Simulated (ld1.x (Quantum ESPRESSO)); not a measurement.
# oxygen: one change to a PAW potential, before and after

| Item | Value |
| --- | --- |
| Element | oxygen (O) |
| Generator | ld1.x (Quantum ESPRESSO) 7.5 |
| Type | PAW |
| Functional | PBE |
| Relativity | scalar-relativistic |
| Frozen core | [He] |
| Valence charge | 6 |
| Reference configuration | 2s2 2p3.5 (charge +0.5) |
| Partial waves | 2s (bound): rcut 0.55, rcutus 0.60 bohr; 2s channel at -1.75 Ry: rcut 0.55, rcutus 0.60 bohr; 2p (bound): rcut 1.70, rcutus 2.05 bohr; 2p channel at -0.5 Ry: rcut 1.70, rcutus 2.05 bohr; 3d channel at 0.45 Ry: rcut 2.00, rcutus 2.35 bohr; 3d channel at 1.8 Ry: rcut 2.00, rcutus 2.35 bohr |
| Local potential | all-electron potential smoothed inside 1.05 bohr (lloc = -1) |
| Core correction | a·sin(br)/r model core, default radius (core density twice the valence density) |
| Augmentation charge | PSQ, inside the norm-conserving radii |

Change: wave 2p channel at -0.5 Ry: rcut 1.70, rcutus 2.05 bohr becomes 2p channel at -0.97 Ry: rcut 1.70, rcutus 2.05 bohr.

Cutoffs: the cutoffs (Ry, on a coarse ladder) from which the occupation-weighted sum of valence levels, in a spherical-Bessel basis at the reference potential, stays within 10 and 1 mRy of its value at 400 Ry; they do not see the model core or the augmentation charge, which bear on the density cutoff. Errors are all-electron minus pseudo energies relative to the spin-unpolarised reference configuration.

Task: What does the change do?

Result: The potential gets neither clearly harder nor softer (100 Ry and 140 Ry → 100 Ry and 140 Ry); of the 7 tests that both files solve, the error grows in 0 and shrinks in 6 by more than 15 % and 0.3 meV (median size 6.3 → 3.5 meV); the range in which the p phases agree widens (upper end 0.7 → at the end of the scan); neither file shows a bound ghost.

| quantity | base | changed |
| --- | --- | --- |
| cutoff, loose | 100 Ry | 100 Ry |
| cutoff, tight | 140 Ry | 140 Ry |
| bound ghosts | none | none |
| error for 2s2 2p4, meV [ΔE -6.29 eV] | -2.7 | -1.2 |
| error for 2s2 2p3, meV [ΔE 10.15 eV] | -6.8 | -3.8 |
| error for 2s2 2p2, meV [ΔE 43.73 eV] | -79 | -46 |
| error for 2s1 2p5, meV [ΔE 8.66 eV] | -3.8 | -1.9 |
| error for 2s2 2p0, meV [ΔE 174.51 eV] | -22 | -22 |
| error for 2s2 2p4.3, meV [ΔE -8.41 eV] | -4.9 | -2.3 |
| error for 2s1 2p4, meV [ΔE 25.37 eV] | -6.3 | -3.5 |
| s: phases at 2.56 bohr within 0.05 rad from the reference energy up to (Ry; the scan ends near 5) | to the end of the scan | to the end of the scan |
| p: phases at 2.56 bohr within 0.05 rad from the reference energy up to (Ry; the scan ends near 5) | 0.7 | to the end of the scan |
| d: phases at 2.56 bohr within 0.05 rad from the reference energy up to (Ry; the scan ends near 5) | 2.6 | 2.6 |
| lowest overlap eigenvalue by channel | s 0.81, p 0.41, d 0.97 | s 0.81, p 1.00, d 0.97 |
